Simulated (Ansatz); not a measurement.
A structure drawn as `[CH3][Ti]([OH])([Cl])[Cl]`, with this starting geometry:

Cartesian coordinates in Å:
```
C -0.0595 -0.6247 -1.1545
Ti 0.3946 0.3143 0.6564
O -1.1629 0.1771 1.8054
Cl 2.2090 -0.7098 1.7127
Cl 0.9412 2.5588 0.3041
H -1.0129 -0.2269 -1.6121
H 0.7546 -0.3632 -1.9266
H -0.0979 -1.6802 -1.0574
H -1.9662 0.5546 1.2720
```

The species carries charge 0 and has multiplicity 1.

(1) Relax it with Ansatz at PBE-D4/def2-SVP and then PBE0-D4/def2-TZVP. Is the drawn bonding still there?

(2) Give the relaxed structure. (An estimate is asked.)

Atoms count as bonded under 1.1 times the sum of their covalent radii (H–H under 0.85 Å, pairs among N, O and F under 1.55 Å), and a drawn bond as lost past 1.3 times.

## Answers

(1) Yes, every drawn bond is still there and no new one forms.

(2) The calculation gave: 
Z-matrix (Å, degrees):
```
C
Ti 1 2.035
H 1 1.094 2 108.7
H 1 1.094 2 108.7 3 119.6
H 1 1.093 2 109.1 3 -120.2
O 2 1.753 1 105.0 3 -59.8
Cl 2 2.196 1 105.9 3 59.9
Cl 2 2.196 1 105.9 3 -179.6
H 6 0.956 2 152.5 1 -179.1
```
All modes are real.
